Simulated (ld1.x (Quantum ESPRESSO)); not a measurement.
# Reading a pseudo-wave (Sr)

Columns: radius, all-electron u(r) and pseudo u(r) of the 4d shell (level -1.01 eV) of strontium in the configuration [Kr] 4d1 5s1 5p0; LDA (PZ), scalar-relativistic, RRKJ scheme, ld1.x (Quantum ESPRESSO) 7.5.

| r (bohr) | all-electron | pseudo |
| --- | --- | --- |
| 0.185 | 0.1312 | -0.0018 |
| 0.370 | 0.1747 | -0.0140 |
| 0.555 | 0.0727 | -0.0441 |
| 0.740 | -0.0652 | -0.0949 |
| 0.925 | -0.1907 | -0.1638 |
| 1.110 | -0.2904 | -0.2436 |
| 1.295 | -0.3639 | -0.3247 |
| 1.480 | -0.4152 | -0.3974 |
| 1.665 | -0.4491 | -0.4542 |
| 1.850 | -0.4699 | -0.4915 |
| 2.035 | -0.4811 | -0.5098 |
| 2.220 | -0.4854 | -0.5126 |
| 2.405 | -0.4847 | -0.5054 |
| 2.590 | -0.4805 | -0.4932 |
| 2.775 | -0.4738 | -0.4799 |
| 2.960 | -0.4655 | -0.4675 |
| 3.145 | -0.4561 | -0.4564 |
| 3.330 | -0.4458 | -0.4458 |
| 3.515 | -0.4350 | -0.4350 |
| 3.700 | -0.4238 | -0.4238 |
| 3.885 | -0.4124 | -0.4124 |
| 4.070 | -0.4008 | -0.4008 |
| 4.255 | -0.3891 | -0.3891 |
| 4.440 | -0.3773 | -0.3773 |
| 4.625 | -0.3654 | -0.3654 |
| 4.810 | -0.3536 | -0.3536 |

Problem. How many radial nodes do the two functions have?

Solution. The all-electron 4d function has n − l − 1 = 1; the pseudo-wave has 0, since the states of the same l below it are removed with the core.

Problem. At about which radius was the pseudo-wave matched?

Solution. 3.35 bohr. The columns agree to 0.0005 from 3.15 bohr on; several derivatives are matched, so the curves merge somewhat inside the radius.

Problem. Is the pseudo-wave norm-conserving?

Solution. Yes: the RRKJ scheme keeps the norm inside the radius equal to the all-electron one, which fixes the energy derivative of the logarithmic derivative at the level.
